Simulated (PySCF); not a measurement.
Input file for PySCF: R-HF/3-21G on ClH3Si (SMILES [SiH3]Cl).

```python
from pyscf import gto, scf, dft, mp
from pyscf.data.elements import chemcore

mol = gto.M(
    atom='''
    Si   -0.44985290   -0.94146581    3.20650872
    Cl    0.93344213    0.61430628    3.12635062
    H    -0.71248953   -1.18489845    4.63989567
    H     0.15207057   -2.13748881    2.59347543
    H    -1.68010388   -0.51844864    2.52033430
    ''',
    basis='3-21g',
    charge=0, spin=0, verbose=3, max_memory=1800)
mf = scf.RHF(mol)
mf.conv_tol = 1e-8
mf.max_cycle = 100
mf.kernel()
if not mf.converged:
    mf = mf.newton().run(mf.mo_coeff, mf.mo_occ)
```

The log:

```
converged SCF energy = -746.454331652032
```

Self-consistency was reached.

Cost: around 0.14 core-seconds (rough).
